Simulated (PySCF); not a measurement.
Mo⁺ (molybdenum, charge +1) across methods

[Kr] 4d4 5p1, one real determinant (an excited configuration). All numbers are calculated (PySCF 2.14, a scalar-relativistic core potential, in aug-cc-pwCVDZ-PP with ECP28MDF (6s6p5d3f, 70 functions)).

```
   method  E (hartree)  mean ε 4p β (eV)  mean ε 4d α (eV)  mean ε 5p α (eV)  Σ⟨r²⟩ (bohr²)   ⟨S²⟩
      PBE     -67.4084           -47.719           -14.779            -8.055          44.66  8.750
     PBE0     -67.3973           -49.985           -16.370            -8.551          44.76  8.751
CAM-B3LYP     -67.3512           -51.482           -17.633            -9.315          44.83  8.751
   PBEsol     -67.2894           -47.632           -14.745            -8.058          44.54  8.750
      LDA     -67.2235           -47.751           -14.830            -8.145          44.59  8.750
    TPSSh     -67.3824           -48.769           -15.363            -8.192          44.66  8.751
     BP86     -67.4664           -47.922           -14.835            -8.164          44.45  8.750
      UHF    -66.91146           -55.566           -20.571            -9.632          46.10  8.753
```

Estimate the same row for r2SCAN.

E (hartree) = -67.4339; mean ε 4p β (eV) = -48.383; mean ε 4d α (eV) = -15.102; mean ε 5p α (eV) = -8.108; Σ⟨r²⟩ (bohr²) = 44.42; ⟨S²⟩ = 8.751.

⟨L²⟩ = 8.01 against 12 for a pure F term, so this real determinant mixes terms. Energies and moments cover only the electrons outside the core potential.
